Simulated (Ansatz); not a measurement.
Calculated with Ansatz (gas phase, PBE0-D4/def2-TZVP geometries, no zero-point term in ΔE). CCSD(T)/CBS adds triple-zeta CCSD(T) − MP2 to the extrapolated MP2 energy (def2 sets, frozen cores). This one scheme is used for every species. For Se outer-core shells are correlated without core-valence functions, which leaves a few kJ/mol of doubt a bond. Scalar relativity is left out up to krypton. Each species was taken in one conformer, which may not be the lowest.

`COB(N)F` + `Cl[SiH2][SeH]` → `C[Se][SiH2]Cl` + `NB(O)F`  (substitution at a C–O bond)

| species | MP2/def2-TZVPP energy (Eh) |
| --- | --- |
| `COB(N)F` | -295.46746 |
| `Cl[SiH2][SeH]` | -3150.71241 |
| `C[Se][SiH2]Cl` | -3189.93688 |
| `NB(O)F` | -256.26493 |

(1) Work out ΔE.

Largest T1 diagnostic among the species: 0.011.

Results:

(1) ΔE = (-3189.93688) + (-256.26493) − (-295.46746) − (-3150.71241) = -0.02194 Eh = -13.8 kcal/mol. CCSD(T)/CBS gives -12.3 kcal/mol.

The D4 term adds −1.0 kcal/mol with B3LYP and −0.5 kcal/mol with PBE0; it sums over pairs of atoms, weighted by their polarisabilities, and B3LYP, whose exchange is more repulsive, gets the larger term. In def2-TZVPP, CCSD(T) changes the Hartree–Fock value by −3.9 kcal/mol (the triples alone add −0.6 kcal/mol) and MP2 by −5.9 kcal/mol.

B3LYP here is the variant with VWN-RPA as its local correlation; programs differ in this.
